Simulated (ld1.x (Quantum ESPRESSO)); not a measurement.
**Reading a pseudo-wave (phosphorus)**

Columns: radius, all-electron u(r) and pseudo u(r) of the 3s shell (level -13.97 eV) of phosphorus in the configuration [Ne] 3s2 3p3; PBE, scalar-relativistic, PAW scheme, ld1.x (Quantum ESPRESSO) 7.5.

| r (bohr) | all-electron | pseudo |
| --- | --- | --- |
| 0.098 | 0.1238 | 0.0136 |
| 0.195 | -0.1728 | 0.0312 |
| 0.292 | -0.3492 | 0.0568 |
| 0.390 | -0.3644 | 0.0935 |
| 0.488 | -0.2692 | 0.1425 |
| 0.585 | -0.1196 | 0.2034 |
| 0.682 | 0.0483 | 0.2750 |
| 0.780 | 0.2135 | 0.3554 |
| 0.878 | 0.3617 | 0.4400 |
| 0.975 | 0.4862 | 0.5231 |
| 1.072 | 0.5871 | 0.6010 |
| 1.170 | 0.6664 | 0.6697 |
| 1.268 | 0.7244 | 0.7246 |
| 1.365 | 0.7628 | 0.7628 |
| 1.463 | 0.7850 | 0.7850 |
| 1.560 | 0.7929 | 0.7929 |
| 1.658 | 0.7893 | 0.7893 |
| 1.755 | 0.7763 | 0.7763 |
| 1.852 | 0.7562 | 0.7562 |
| 1.950 | 0.7302 | 0.7302 |
| 2.047 | 0.7005 | 0.7005 |
| 2.145 | 0.6677 | 0.6677 |
| 2.242 | 0.6335 | 0.6335 |
| 2.340 | 0.5981 | 0.5981 |
| 2.438 | 0.5625 | 0.5625 |
| 2.535 | 0.5275 | 0.5275 |

Task: How many radial nodes do the two functions have?

Result: The all-electron 3s function has n − l − 1 = 2; the pseudo-wave has 0, since the states of the same l below it are removed with the core.

Task: At about which radius was the pseudo-wave matched?

Result: 1.35 bohr, where the columns begin to agree (steps of 0.10 bohr).

Task: Is the pseudo-wave norm-conserving?

Result: No, it belongs to a PAW set: the norm inside the radius is not constrained, and the difference is carried by the augmentation charge.
